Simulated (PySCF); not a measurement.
## Polarisability and C₆ of Tb²⁺ (terbium, charge +2)

[Xe] 4f8 6s1, high-spin 8F determinant (an excited configuration). Computed with PySCF 2.14 in ANO-RCC-VTZP, with the spin-free X2C one-electron Hamiltonian (Gaussian nucleus). Coupled (time-dependent) response in atomic units; α is the mean over directions. The basis has no added diffuse functions, which lowers α and C₆.

| method | mean α (bohr³) | α xx, yy, zz | C₆ (like pair) | S(−4) |
| --- | --- | --- | --- | --- |
| UHF | 54.77 | 52.53, 52.53, 59.24 | 403.0 | 2297 |

S(−4) is the Cauchy moment in α(ω) = α(0) + S(−4) ω² + …

Spin-orbit coupling is absent.

α(iu) at UHF:

| u (hartree) | α(iu) (bohr³) |
| --- | --- |
| 0 | 54.77 |
| 0.0500 | 49.62 |
| 0.100 | 39.08 |
| 0.200 | 22.52 |
| 0.300 | 14.58 |
| 0.500 | 8.466 |
| 0.750 | 5.725 |
| 1.00 | 4.355 |
| 1.50 | 2.873 |
| 2.00 | 2.070 |
| 3.00 | 1.249 |
| 5.00 | 0.6198 |

A single London oscillator, α(iu) = α/(1 + u²/ω²), gives C₆ = (3/4) ω α². Matching the computed C₆ needs ω = 4 × 403.0 / (3 × 54.77²) = 0.179 hartree.

For an ion, C₆ is the dispersion term alone; charge-induced terms of lower order in 1/R come first.

The components differ because the open shell of this determinant is not spherical; for a pure term their mean is the scalar polarisability.

Spin-orbit coupling, absent here, splits the open shell strongly.
